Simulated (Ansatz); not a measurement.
Consider the cleavage of the Al–Si bond: `[OH][AlH][SiH2][SeH]` + `BO` → `B[O][AlH][OH]` + `[SiH3][SeH]`.

Program: Ansatz. Geometries: PBE0-D4/def2-TZVP. ΔE: electronic, gas phase. CBS: MP2 limit from def2 TZ/QZ plus the TZ coupled-cluster correction, frozen cores. This one scheme is used for every species. Functionals use def2-TZVPP. B3LYP here is the variant with VWN-RPA as its local correlation; programs differ in this. HSE06 is defined as in plane-wave codes. For Se outer-core shells are correlated without core-valence functions, which leaves a few kJ/mol of doubt a bond. Scalar relativity is left out up to krypton. Each species was taken in one conformer, which may not be the lowest.

| level | ΔE (kcal/mol) | difference from CCSD(T)/CBS |
| --- | --- | --- |
| PBE-D4 | -25.2 | 6.0 |
| revPBE-D4 | -25.4 | 5.8 |
| BLYP-D4 | -30.7 | 0.5 |
| r2SCAN-D4 | -30.8 | 0.4 |
| B97M-V | -31.3 | -0.1 |
| PBE0-D4 | -27.0 | 4.2 |
| B3LYP-D4 | -31.7 | -0.5 |
| r2SCANh-D4 | -31.0 | 0.2 |
| r2SCAN0-D4 | -31.3 | -0.1 |
| HSE06-D4 | -26.9 | 4.3 |
| BHLYP-D4 | -33.7 | -2.5 |
| CAM-B3LYP-D4 | -33.5 | -2.3 |
| ωB97X-V | -30.9 | 0.3 |
| ωB97M-V | -32.1 | -0.9 |
| B2PLYP | -33.4 | -2.2 |
| PBE-QIDH | -30.4 | 0.8 |
| PBE | -26.0 | 5.2 |
| revPBE | -26.3 | 4.9 |
| BLYP | -32.1 | -0.9 |
| r2SCAN | -31.0 | 0.2 |
| PBE0 | -27.7 | 3.5 |
| B3LYP | -33.0 | -1.8 |
| r2SCANh | -31.2 | 0.0 |
| r2SCAN0 | -31.5 | -0.3 |
| HSE06 | -27.6 | 3.6 |
| CAM-B3LYP | -34.3 | -3.1 |
| RPA@PBE/def2-TZVPP | -30.8 | 0.4 |
| CCSD/def2-SVP | -32.0 | -0.8 |
| CCSD(T)/def2-SVP | -31.2 | 0.0 |
| HF/def2-TZVPP | -38.2 | -7.0 |
| MP2/def2-TZVPP | -33.1 | -1.9 |
| SCS-MP2/def2-TZVPP | -34.2 | -3.0 |
| CCSD/def2-TZVPP | -32.4 | -1.2 |
| CCSD(T)/def2-TZVPP | -31.3 | -0.1 |
| HF/def2-QZVPP | -38.8 | -7.6 |
| MP2/def2-QZVPP | -33.3 | -2.1 |
| SCS-MP2/def2-QZVPP | -34.3 | -3.1 |
| HF/CBS(def2) | -38.9 | -7.7 |
| MP2/CBS(def2) | -33.0 | -1.8 |
| CCSD/CBS(def2) | -32.3 | -1.1 |
| CCSD(T)/CBS | -31.2 | 0 |

Largest T1 diagnostic among the species: 0.014.

From PBE to PBE0 (25 % exact exchange), in def2-TZVPP and without D4, ΔE moves by −1.7 kcal/mol. In def2-TZVPP, CCSD(T) changes the Hartree–Fock value by +6.9 kcal/mol (the triples alone add +1.1 kcal/mol) and MP2 by +5.1 kcal/mol.
